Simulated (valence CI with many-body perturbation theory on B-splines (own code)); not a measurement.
# Rb⁴⁺: E2, E3, M1, M2 decay

Method: relativistic CI+MBPT: five valence electrons over a frozen Dirac-Fock core [Ar] 3d10, radial functions for each j: 9 s, 9 p, 8 d, 6 f, 3 g, 1 h, with the one-electron correlation potential Σ1 (screened to all orders), the two-electron term Σ2, the three-electron term Σ3, Breit, model QED; selected single and double excitations, second order for the rest, scaled by the run's own slope (own B-spline code, finite nucleus).

Set against measurement, 16 paired levels are off by 134 cm⁻¹ on average, the worst by 237. These come from a selection out of Sansonetti, J. Phys. Chem. Ref. Data 35, 301 (2006). Levels without a partner in it may be off by more. Among the levels kept, up to 1200 cm⁻¹ of a level comes from second order outside the variational space, and about a tenth of that is noise between levels of different J, which matters for small intervals. 2 measured levels below the end of the list, from 268680 cm⁻¹ on, found no clear computed partner, and computed levels of the same name lie up to 4386 cm⁻¹ from them.

Lines 1 to 20 of 20 in falling wavelength, among levels below 35.691 eV, chosen from the decays that carry over 1 % of a level's rate. Wavelengths and rates use the calculated energies, so an error of 100 cm⁻¹ moves a line at 617.5 nm by 0.62 % and its rate by three times that or more. Electric multipoles are in the length gauge, E1 and E2 with the static RPA response of the core. S is in atomic units (e²a₀⁴ for E2 and M2, e²a₀⁶ for E3), for M1 in squared Bohr magnetons. Weak lines are less certain than strong ones. Lines between different terms over intervals too small for the method are left out, as are lines whose strength nearly cancels.

Names give the largest LS component (configuration and term), which can be under half, so a name can repeat, a term be missing and a line seem to break the LS rules; names also repeat where a configuration has a term twice. Letters in brackets count levels of one name in rising energy.

| λ vac (nm) | λ from measured levels | Upper | Lower | Type | A (s⁻¹) | S (a.u.) |
| --- | --- | --- | --- | --- | --- | --- |
| 4121 | 4096 | 4s²4p³ ²D°_5/2 | 4s²4p³ ²D°_3/2 | M1 | 1.35e-01 | 2.10e+00 |
| 2865 |  | 4s²4p²4d ⁴F_9/2 | 4s²4p²4d ⁴F_7/2 | M1 | 1.04e+00 | 9.06e+00 |
| 756.9 |  | 4s²4p²4d ²G_9/2 | 4s²4p²4d ²F_7/2 [a] | M1 | 9.30e-01 | 1.50e-01 |
| 617.5 | 619.0 | 4s²4p³ ²P°_1/2 | 4s²4p³ ²D°_3/2 | M1 | 8.78e+00 | 1.53e-01 |
| 617.5 | 619.0 | 4s²4p³ ²P°_1/2 | 4s²4p³ ²D°_3/2 | E2 | 4.62e-01 | 7.41e+00 |
| 579.1 | 580.1 | 4s²4p³ ²P°_3/2 | 4s²4p³ ²D°_5/2 | M1 | 1.04e+01 | 2.99e-01 |
| 533.2 | 536.5 | 4s²4p³ ²D°_3/2 | 4s²4p³ ⁴S°_3/2 | M1 | 6.88e+00 | 1.55e-01 |
| 507.7 | 508.2 | 4s²4p³ ²P°_3/2 | 4s²4p³ ²D°_3/2 | M1 | 2.70e+01 | 5.24e-01 |
| 472.1 | 474.4 | 4s²4p³ ²D°_5/2 | 4s²4p³ ⁴S°_3/2 | M1 | 3.09e-01 | 7.24e-03 |
| 472.1 | 474.4 | 4s²4p³ ²D°_5/2 | 4s²4p³ ⁴S°_3/2 | E2 | 4.90e-02 | 6.16e-01 |
| 446.3 |  | 4s²4p²4d ²G_9/2 | 4s²4p²4d ⁴F_9/2 | M1 | 1.37e+01 | 4.52e-01 |
| 386.1 |  | 4s²4p²4d ²G_9/2 | 4s²4p²4d ⁴F_7/2 | M1 | 8.50e+00 | 1.81e-01 |
| 286.1 | 287.4 | 4s²4p³ ²P°_1/2 | 4s²4p³ ⁴S°_3/2 | M1 | 2.39e+01 | 4.14e-02 |
| 260.1 | 261.0 | 4s²4p³ ²P°_3/2 | 4s²4p³ ⁴S°_3/2 | M1 | 4.19e+01 | 1.09e-01 |
| 150.0 |  | 4s²4p²4d ²G_9/2 | 4s4p⁴ ²D_5/2 | E2 | 1.10e+01 | 7.47e-01 |
| 130.4 |  | 4s²4p²4d ⁴F_9/2 | 4s4p⁴ ⁴P_5/2 | E2 | 1.15e+01 | 3.87e-01 |
| 100.9 |  | 4s²4p²4d ²G_9/2 | 4s4p⁴ ⁴P_5/2 | E2 | 4.62e+00 | 4.32e-02 |
| 52.31 |  | 4s²4p²4d ⁴F_9/2 | 4s²4p³ ²D°_5/2 | M2 | 5.79e+00 | 2.02e-03 |
| 47.09 |  | 4s²4p²4d ⁴F_9/2 | 4s²4p³ ⁴S°_3/2 | E3 | 4.99e-01 | 8.14e+01 |
| 46.82 |  | 4s²4p²4d ²G_9/2 | 4s²4p³ ²D°_5/2 | M2 | 5.68e-01 | 1.14e-04 |
